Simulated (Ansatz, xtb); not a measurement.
# Relative energy of two isomers of CH5BrSi2

Structure X: `C[SiH2][Si]Br`, a singlet. Structure Y: `Br[Si@@H]1C[SiH2]1`, a singlet. Both are isolated molecules in the gas phase, relaxed with B3LYP-D3(BJ)/def2-SVP; the shapes shown needn't be the lowest conformers.

X (Å):

```yaml
atoms:
  - { symbol: C, position_ang: [-0.9395, -0.8152, 0.5183] }
  - { symbol: Br, position_ang: [-1.5781, 2.0095, 2.8770] }
  - { symbol: Si, position_ang: [-0.9429, -1.3631, 2.3287] }
  - { symbol: Si, position_ang: [-0.3556, 0.3761, 3.9169] }
  - { symbol: H, position_ang: [0.0764, -0.5373, 0.1963] }
  - { symbol: H, position_ang: [-1.5934, 0.0601, 0.3880] }
  - { symbol: H, position_ang: [-1.2982, -1.6256, -0.1358] }
  - { symbol: H, position_ang: [-2.3188, -1.7999, 2.7416] }
  - { symbol: H, position_ang: [-0.0381, -2.5422, 2.5194] }
```

Y (Å):

```yaml
atoms:
  - { symbol: C, position_ang: [-1.0822, 1.6576, 0.5087] }
  - { symbol: Br, position_ang: [-4.2439, 0.3454, -0.2656] }
  - { symbol: Si, position_ang: [-2.9532, 1.9024, 0.6974] }
  - { symbol: Si, position_ang: [-1.5170, 1.3756, 2.3648] }
  - { symbol: H, position_ang: [-3.4961, 3.2582, 0.4344] }
  - { symbol: H, position_ang: [-0.4824, 2.5404, 0.2455] }
  - { symbol: H, position_ang: [-0.7432, 0.7705, -0.0442] }
  - { symbol: H, position_ang: [-1.0145, 2.3857, 3.3327] }
  - { symbol: H, position_ang: [-1.3897, -0.0225, 2.8480] }
```

Question: Which of the two would you expect CCSD(T)/def2-SVP + ΔMP2/def2-TZVPP electronic energies to favour?

Answer: Not settled: CCSD(T)/def2-SVP + ΔMP2/def2-TZVPP gives E(Y) − E(X) = −3.1 kcal/mol, but this leans on the basis-set step: CCSD(T) alone gives −0.5 kcal/mol.

Level by level:

| level | geometry | E(Y) − E(X) (kcal/mol) | departure from the last row (kcal/mol) | job, with rough time for the two |
| --- | --- | --- | --- | --- |
| B3LYP-D3(BJ)/def2-SVP | B3LYP-D3(BJ)/def2-SVP | +0.8 | +3.9 | optimisation, 5 min |
| HF/def2-SVP | B3LYP-D3(BJ)/def2-SVP | +1.3 | +4.4 | part of the CCSD(T) run |
| MP2/def2-SVP | B3LYP-D3(BJ)/def2-SVP | −4.7 | −1.6 | part of the CCSD(T) run |
| CCSD(T)/def2-SVP | B3LYP-D3(BJ)/def2-SVP | −0.5 | +2.6 | single point |
| CCSD(T)/def2-SVP + ΔMP2/def2-TZVPP | B3LYP-D3(BJ)/def2-SVP | −3.1 |  | single point, 2.2 min |

As drawn, Y has 1 C–Si, 1 Si–H in place of 1 C–H. Structure X has no ring, Y a 3-membered ring.

B3LYP-D3(BJ)/def2-SVP, HF/def2-SVP put the two in the other order. CCSD(T)/def2-SVP finds them nearly level. The largest departure from CCSD(T)/def2-SVP + ΔMP2/def2-TZVPP is that of HF/def2-SVP, 4.4 kcal/mol. Levels run at GFN2-xTB geometries aren't shown. The last row adds to CCSD(T) the change of the MP2 difference between the two basis sets, here −2.6 kcal/mol.

With harmonic frequencies from B3LYP-D3(BJ)/def2-SVP (ideal gas, rigid rotor, one conformer each, 400 K, 1 atm): on the last row, ΔE + ΔZPE = −4.7 kcal/mol. A mode under 50 cm⁻¹ makes harmonic enthalpies and free energies unreliable, so none is given.

The correlated steps freeze 20 core orbitals; the filled d shell of Br is correlated, in a basis made for valence electrons. Programs: Ansatz 0.2.0; the last row on 2 threads of AMD EPYC (Zen 3) on a shared host.
